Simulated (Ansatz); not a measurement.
```yaml
crystal:
  periodic: [false, false, false]
  atoms:
    - {symbol: Al, position_ang: [-1.401028, -1.797561, 0.881794]}
    - {symbol: Al, position_ang: [0.438413, -1.259883, -0.968622]}
    - {symbol: Al, position_ang: [0.393133, 1.832904, -2.314126]}
    - {symbol: Sb, position_ang: [-0.874594, -0.587687, 3.210274]}
    - {symbol: Sb, position_ang: [2.501878, -0.300593, 0.498336]}
    - {symbol: Sb, position_ang: [1.423398, 2.332057, 0.693773]}
    - {symbol: H, position_ang: [-1.068793, -0.602375, -0.361494]}
    - {symbol: H, position_ang: [-2.717714, -2.579949, 0.429662]}
    - {symbol: H, position_ang: [0.479449, -2.273680, -2.199823]}
    - {symbol: H, position_ang: [0.011995, -2.550784, 0.331666]}
    - {symbol: H, position_ang: [-0.896659, 2.570598, -2.901186]}
    - {symbol: H, position_ang: [1.902055, 2.312421, -2.530875]}
    - {symbol: H, position_ang: [-2.305820, 0.371492, 2.982475]}
    - {symbol: H, position_ang: [-1.804023, -1.808375, 4.029276]}
    - {symbol: H, position_ang: [0.256442, 0.200557, -2.151880]}
    - {symbol: H, position_ang: [3.370080, 0.210936, -0.915927]}
    - {symbol: H, position_ang: [0.068317, 2.170842, -0.534035]}
    - {symbol: H, position_ang: [0.223462, 1.759080, 1.820699]}
basis:
  gaussian: {orbitals: def2-TZVPD}
total_charge: -1
magnetization: {spin_polarized: true, initial_magnetization: 1}
hamiltonian: {xc: pbe0, dispersion: d4}
scf: {omitted_lower_state_checks: [starts]}
output: {orbitals: {seedname: orbitals}}
```

```sh
$ ansatz run in.yaml --threads 4 --pin off --events-out ev --progress --plain --max-ram 4787MiB
```

Task: Does this run fit into the memory that it is given?

Result: No. It has 405 basis functions, and Ansatz plans for 7 GiB where 5 GiB are given.
